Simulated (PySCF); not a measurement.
PySCF job for Te(Et)(SH) (C₂H₆STe), SMILES CC[Te]S, C-PCM-PBE0/def2-SVP. The structure is a stationary point at B3LYP-D3(BJ)/def2-SVP. The structure was generated by enumeration, and PubChem lists no compound with its InChIKey, so it may never have been made. The def2 effective core potentials stand for the cores of Te; spin–orbit coupling is left out. The values are those of a single conformer.

```python
import numpy as np
from pyscf import gto, scf, dft
from pyscf.solvent import pcm

mol = gto.M(
    atom='''
    Te    0.07039081   -0.07570825    0.72293640
    C     0.80374489   -1.39584193   -0.87320948
    C     1.49303941   -0.65890895   -2.00793006
    H    -0.06693143   -1.97195237   -1.21606251
    H     1.48054394   -2.08549196   -0.34259061
    H     2.38815423   -0.12236395   -1.65797137
    H     0.81338079    0.07628789   -2.46591425
    H     1.80247107   -1.36859978   -2.79489144
    S    -1.33776612    1.32376111   -0.69937190
    H    -2.45438890    0.55727686   -0.63847521
    ''',
    basis='def2-SVP',
    ecp={'Te': 'def2-svp'},
    charge=0,
    spin=0,
    max_memory=1600,
    verbose=3,
)
mf = dft.RKS(mol, xc='pbe0').density_fit(auxbasis='def2-universal-jkfit')
mf.grids.level = 3
mf.conv_tol = 1e-9
mf.max_cycle = 100
mf.kernel()
res = {}
for name, eps in {'water': 78.355, 'dichloromethane': 8.93, 'ethanol': 24.852}.items():
    s = mf.PCM()
    s.with_solvent.method, s.with_solvent.eps, s.with_solvent.lebedev_order = 'C-PCM', eps, 29
    s.kernel(mf.make_rdm1())
    res[name] = (s.e_tot, eps, s.dip_moment(), s.mo_energy, s.converged)
    print(f'{name}: electrostatic solvation free energy {(s.e_tot - mf.e_tot) * 627.509474:.3f} kcal/mol')
```

Program output:

```
converged SCF energy = -745.630636518969

WARN: PCM is an experimental feature. It is still in testing.
Features and APIs may be changed in the future.

converged SCF energy = -745.636104640093
Dipole moment(X, Y, Z, Debye):  0.29910, -2.61369, -0.38373
water: electrostatic solvation free energy -3.431 kcal/mol

WARN: PCM is an experimental feature. It is still in testing.
Features and APIs may be changed in the future.

converged SCF energy = -745.635468247171
Dipole moment(X, Y, Z, Debye):  0.28967, -2.50961, -0.37864
dichloromethane: electrostatic solvation free energy -3.032 kcal/mol

WARN: PCM is an experimental feature. It is still in testing.
Features and APIs may be changed in the future.

converged SCF energy = -745.635925858553
Dipole moment(X, Y, Z, Debye):  0.29641, -2.58403, -0.38233
ethanol: electrostatic solvation free energy -3.319 kcal/mol
```

Self-consistency was reached.

Cost: about 70 core-seconds (a rough figure).
